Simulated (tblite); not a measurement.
C8H5 (doublet state).
Bonds: C1–C2 (triple), C2–C3, C3–C4 (aromatic), C4–C5 (aromatic), C5–C6 (aromatic), C6–C7 (aromatic), C7–C8 (aromatic), C3–C8 (aromatic). Hydrogens: H9 on C1; H10 on C4; H11 on C6; H12 on C7; H13 on C8.

Computed values, GFN2-xTB/tblite, gas phase, harmonic and unscaled. This tight-binding method is rough: wavenumbers can miss measured ones by several per cent, in bad cases by 10 to 20. Open shells enter through the occupations alone, without spin polarisation, and single modes of such species can be off by tens of per cent.

**Question.** How many normal modes are there?

**Answer.** 13 atoms, non-linear: 3N − 6 = 33.

**Question.** What is the point group of the computed structure, and how do the modes divide by symmetry?

**Answer.** Cs. The vibrations span 23 a′ + 10 a″.

**Question.** How many distinct wavenumbers does the calculation give?

**Answer.** 33: Cs has no degenerate species.

**Question.** How many fundamentals are allowed in the infrared by symmetry?

**Answer.** 33 of 33: in Cs every mode is allowed. All fundamentals are allowed in the Raman spectrum.

**Question.** Zero-point energy?

**Answer.** Half the sum of the wavenumbers, 20406 cm⁻¹, or 58.3 kcal/mol from 33 modes, 27.9 kcal/mol of it from above 1550 cm⁻¹.

**Question.** What thermal excitation has the softest real mode at 298.15 K?

**Answer.** 122.5 cm⁻¹ is a vibrational temperature θ of 176 K. The population of v = 1 over v = 0 is exp(−θ/T) = 0.55, and the mean quantum number is 1.2.

The run took 0.34 s on one thread of an AMD EPYC 7B13, on a shared host. The figure is for the frequency step alone.
